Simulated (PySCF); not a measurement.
CH7BSi.

```xyz
10

B     -0.0286    -0.8374     0.3638
H     -0.7420    -1.8196     0.3827
C      1.3436    -0.8995     1.0917
H      1.3683    -1.5582     1.9730
H      1.8229     0.0647     1.3136
H      1.9874    -1.3984     0.3328
Si    -0.6892     0.7646    -0.6821
H     -1.8165     1.3868     0.0921
H     -1.2388     0.3796    -2.0224
H      0.3495     1.8248    -0.8914
```

The structure is a stationary point at PBE0-D3(BJ)/def2-SVP.

All values below come from PBE0/pcSseg-1 (PySCF). Non-relativistic, no solvent.

Task: Give the absolute GIAO shielding of each atom: isotropic value and principal components (ppm). (The exact figures need the calculation; the answer reports its results.)

Result: 
```
atom  σ(iso)     σ11    σ22    σ33   span
----  ------  ------  -----  -----  -----
B1     -11.0  -117.2  -49.5  133.6  250.7
H2      21.6    12.2   26.0   26.5   14.2
C3     157.9   121.4  165.0  187.4   66.1
H4      28.9    25.6   27.4   33.9    8.4
H5      28.9    25.8   28.7   32.1    6.4
H6      30.5    26.0   29.7   35.8    9.8
Si7    451.8   414.6  462.0  478.8   64.2
H8      27.5    24.9   25.9   31.8    6.9
H9      27.5    24.7   25.8   32.1    7.4
H10     27.8    24.9   26.5   32.0    7.0
```
